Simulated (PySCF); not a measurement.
**Gd⁴⁸⁺: ionisation energy**

Gd⁴⁸⁺ [Ne] 3s2 3p4 [3p1/2^2 3p3/2^2, M_J = 2] → Gd⁴⁹⁺ [Ne] 3s2 3p3 [3p1/2^2 3p3/2^1, M_J = 3/2], as a difference of total energies. All numbers are calculated (PySCF 2.14, the two-component X2C-1e Hamiltonian, in an even-tempered Gaussian basis (18 s from 12 bohr⁻², ratio 2.4; 14 p from 16 bohr⁻², ratio 2.4; 4 d from 57 bohr⁻², ratio 2.6; 4 f from 86 bohr⁻², ratio 2.6)). Correlated levels: 1s2 frozen; the 54 highest virtual spinors dropped. "Screened" scales the spin-orbit matrix elements by Boettger's factors to mimic the two-electron term; Breit and QED terms are absent.

| method | ionisation energy (eV) |
| --- | --- |
| GHF (spin-free) | 4231.9 |
| GMP2 (spin-free) | 4233.2 |
| GHF (screened spin-orbit) | 4193.5 |
| GMP2 (screened spin-orbit) | 4193.8 |

Breit and QED terms and the two-electron picture change are absent.

The spin-free rows relax to the high-spin LS determinant and lack the spin-orbit shift.

The labels give the starting determinants; with spin-orbit coupling the two ends relaxed to ⟨J²⟩ = 6.00, ⟨L²⟩ = 3.23, ⟨S²⟩ = 1.42 and ⟨J²⟩ = 3.75, ⟨L²⟩ = 2.50, ⟨S²⟩ = 1.53.

For comparison: 4191 ± 4 eV (theoretical estimate listed by NIST; NIST Atomic Spectra Database, ionization energies).
